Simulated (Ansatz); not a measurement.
Calculated with Ansatz (gas phase, PBE0-D4/def2-TZVP geometries, no zero-point term in ΔE). CBS: MP2 limit from def2 TZ/QZ plus the TZ coupled-cluster correction, frozen cores. DFT in def2-TZVPP. B3LYP here is the variant with VWN-RPA as its local correlation; programs differ in this. One conformer a species, not always the lowest.

Consider the isomerisation: `CNB(C)N` → `BNCCN`.

| level | ΔE (kJ/mol) | difference from CCSD(T)/CBS |
| --- | --- | --- |
| PBE-D4 | 181.4 | -0.8 |
| PBE0-D4 | 184.5 | 2.3 |
| B3LYP-D4 | 184.3 | 2.1 |
| ωB97X-V | 179.0 | -3.2 |
| B2PLYP | 183.7 | 1.5 |
| B3LYP | 184.0 | 1.8 |
| HF/def2-TZVPP | 182.0 | -0.2 |
| SCS-MP2/def2-TZVPP | 178.3 | -3.9 |
| CCSD/def2-TZVPP | 180.4 | -1.8 |
| CCSD(T)/def2-TZVPP | 179.0 | -3.2 |
| HF/def2-QZVPP | 182.3 | 0.1 |
| MP2/def2-QZVPP | 186.0 | 3.8 |
| SCS-MP2/def2-QZVPP | 180.4 | -1.8 |
| HF/CBS(def2) | 182.4 | 0.2 |
| MP2/CBS(def2) | 187.2 | 5.0 |
| CCSD/CBS(def2) | 183.5 | 1.3 |
| CCSD(T)/CBS | 182.2 | 0 |

Largest T1 diagnostic among the species: 0.011.

From PBE to PBE0 (25 % exact exchange), in def2-TZVPP and without D4, ΔE moves by +3.0 kJ/mol.
